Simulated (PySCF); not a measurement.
Computed with PySCF with M06-2X/def2-TZVP. Gas-phase values, no solvent. Delta-SCF ions had no search for a lower state. 

Reference species (SMILES): `B` (neutral, multiplicity 1).

| Item | Result |
|---|---|
| vertical ionisation energy (Delta-SCF) | 13.21 eV |
| HOMO–LUMO gap | 10.26 eV |

Changed species: `FB` (X = fluoro; the reference has X = H).

Problem. Predict the effect on the vertical ionisation energy (Delta-SCF) and HOMO–LUMO gap.

Solution. the vertical ionisation energy (Delta-SCF) drops by 0.52 eV, to 12.69 eV; the HOMO–LUMO gap rises by 0.36 eV, to 10.62 eV.
